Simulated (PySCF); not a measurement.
Simulated characterisation data

Relativity neglected, no solvent model, one computed conformer, one averaged value for each set of equivalent atoms. Geometry: GFN2-xTB; GIAO PBE0/pcSseg-1 shieldings; PySCF 2.14.

Scale: $^{1}$H, $^{13}$C against TMS (reference shieldings calculated alike). Splittings of carbon signals by F and P are missing where no couplings were computed. Where no couplings were computed, multiplicities follow the n + 1 count of equivalent neighbours, and m marks all less simple cases (inequivalent or close neighbours, rings, F or P nearby). Shifts are as computed. Against solution values, carbons near 30 ppm lie about +3 ppm off and those near 130 ppm about +5 ppm. Of 1211 compounds with measured shifts, 218 miss one by over three times the rms of a fit or turn the order of signals round; such compounds aren't used in these exercises.

**1.** SMILES C1=PC(C2CC2)=PC=C1, C$_{7}$H$_{8}$P$_{2}$. $^{1}$H NMR (600 MHz, computed): δ 9.17 (m, 2H), 8.24 (m, 1H), 2.82 (m, 1H), 1.69 (m, 2H), 1.28 (m, 2H). $^{13}$C{$^{1}$H} NMR (computed): δ 230.4, 161.8, 136.1, 29.8, 27.5.

**2.** SMILES CCP(CC)CC, C$_{6}$H$_{15}$P. $^{1}$H NMR (600 MHz, computed): δ 1.31 (m, 6H), 1.16 (m, 9H). $^{13}$C{$^{1}$H} NMR (computed): δ 27.8, 12.4.

**3.** `C/C=N/C/C=N/C`, C$_{5}$H$_{10}$N$_{2}$. $^{1}$H NMR (600 MHz, computed): δ 8.05 (t, 1H), 7.88 (q, 1H), 4.41 (d, 2H), 3.58 (s, 3H), 2.06 (d, 3H). $^{13}$C{$^{1}$H} NMR (computed): δ 166.4, 164.4, 73.4, 50.7, 27.0.

**4.** `P1=C(C)P=C(C=C)C=C1`, C$_{7}$H$_{8}$P$_{2}$. $^{1}$H NMR (600 MHz, computed): δ 9.28 (m, 1H), 8.75 (m, 1H), 7.45 (m, 1H), 6.54 (m, 1H), 5.74 (m, 1H), 3.36 (m, 3H). $^{13}$C{$^{1}$H} NMR (computed): δ 220.8, 174.3, 162.9, 147.7, 130.2, 117.6, 30.9.
